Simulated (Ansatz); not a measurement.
Results of the Gaussian-basis code of Ansatz.

Basis-set series for `BCS[SiH2]C`. The species carries charge 0 and has multiplicity 1. Geometry: relaxed with PBE0-D4/def2-TZVP. It is one conformer, not always the lowest.

```csv
functional,basis,functions,energy (Eh),HOMO (eV),LUMO (eV)
PBE0-D4,def2-SVP,123,-793.47841,-6.72,-1.52
PBE0-D4,def2-TZVPP,303,-793.83689,-6.84,-1.61
ωB97M-V,def2-SVP,123,-793.74570,-8.89,0.56
ωB97M-V,def2-TZVPP,303,-794.11300,-9.03,0.33
```

**Question.** Give the rows for def2-QZVPP. (An estimate is asked.)

**Answer.** The calculation gave: 
```tsv
functional	basis	functions	energy (Eh)	HOMO (eV)	LUMO (eV)
PBE0-D4	def2-QZVPP	581	-793.86536	-6.86	-1.63
ωB97M-V	def2-QZVPP	581	-794.13999	-9.06	0.25
```

Positive LUMOs are unbound and depend on the basis.
